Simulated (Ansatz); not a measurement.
`FCBCl`. Charge 0, multiplicity 1.

```json
{"atom": "F1", "x (Å)": "-0.100", "y (Å)": "1.667", "z (Å)": "-0.494"}
{"atom": "C2", "x (Å)": "-0.542", "y (Å)": "0.437", "z (Å)": "-0.053"}
{"atom": "B3", "x (Å)": "0.553", "y (Å)": "-0.656", "z (Å)": "0.118"}
{"atom": "Cl4", "x (Å)": "2.222", "y (Å)": "-0.347", "z (Å)": "-0.223"}
{"atom": "H5", "x (Å)": "-1.063", "y (Å)": "0.574", "z (Å)": "0.907"}
{"atom": "H6", "x (Å)": "-1.308", "y (Å)": "0.068", "z (Å)": "-0.752"}
{"atom": "H7", "x (Å)": "0.239", "y (Å)": "-1.744", "z (Å)": "0.496"}
```

Q: Give the diagnostics of a CCSD(T)/def2-TZVPP run (frozen core, the Gaussian-basis code of Ansatz). (Best estimate.)

A: The calculation gave: T1 = 0.0116, largest single amplitude 0.025, largest double 0.030, (T) share of the correlation energy 3.5 %, 10 CCSD cycles. The RHF solution is stable towards an unrestricted one. T1 lies under the customary mark of 0.02 for closed shells.
